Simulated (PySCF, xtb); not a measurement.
(Z)-2-chloro-3-fluorobut-2-ene (C4H6ClF), SMILES C/C(F)=C(\C)Cl.

GFN2-xTB (xtb) at its own geometry gives an orbital gap of 4.59 eV and a dipole moment of 3.45 D.

The structure is a stationary point at B3LYP-D3(BJ)/def2-SVP.

### Question
What does PySCF with PBE/def2-TZVP give? (The exact figures need the calculation; the answer reports its results.)

### Answer
gap 4.97 eV (levels -5.62 and -0.65 eV), dipole 2.81 D.
